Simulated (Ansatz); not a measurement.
Correlation energies of C$_{3}$H$_{6}$Si (`C=C1C[SiH2]1`) by basis set

Z-matrix (Å, degrees):
```
C
C 1 1.508
Si 1 1.868 2 64.1
H 1 1.089 2 116.7 3 -111.4
H 1 1.089 2 116.7 3 111.4
C 2 1.320 1 136.8 3 179.9
H 3 1.479 1 119.4 2 -105.7
H 3 1.479 1 119.4 2 105.7
H 6 1.088 2 121.7 1 0.1
H 6 1.085 2 121.5 1 180.0
```

Total charge 0; spin multiplicity 1. All single points use the PBE0-D4/def2-TZVP geometry. Frozen core, restricted reference, Ansatz. CBS rows extrapolate triple and quadruple zeta; past MP2 they add the triple-zeta difference.

```csv
basis,HF (Eh),MP2 corr.,CCSD corr.,(T),CCSD(T) total
def2-SVP,-405.76548,-0.50055,-0.54861,-0.02046,-406.33455
def2-TZVPP,-405.99778,-0.61146,-0.65156,-0.03036,-406.67970
def2-QZVPP,-406.01193,-0.65094,–,–,–
CBS(def2),-406.01387,-0.68019,-0.72028,as TZ,-406.76451
```
